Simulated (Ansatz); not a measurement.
Consider the isomerisation: `OCN[SiH2]O` → `NC(O)O[SiH3]`.

Isolated molecules relaxed with PBE0-D4/def2-TZVP in Ansatz; ΔE leaves out vibrations. CBS: MP2 limit from def2 TZ/QZ plus the TZ coupled-cluster correction, frozen cores. Functionals use def2-TZVPP. One conformer a species, not always the lowest.

```tsv
level	ΔE (eV)
B2PLYP	1.03
PBE0	0.98
```

Problem. What does CCSD(T)/CBS give? (Estimate.)

Solution. The calculation gave: +1.06 eV. The listed levels differ from it by -0.03, -0.08 eV.

Largest T1 diagnostic among the species: 0.011.

In def2-TZVPP, CCSD(T) changes the Hartree–Fock value by +0.09 eV (the triples alone add +0.00 eV) and MP2 by +0.17 eV.
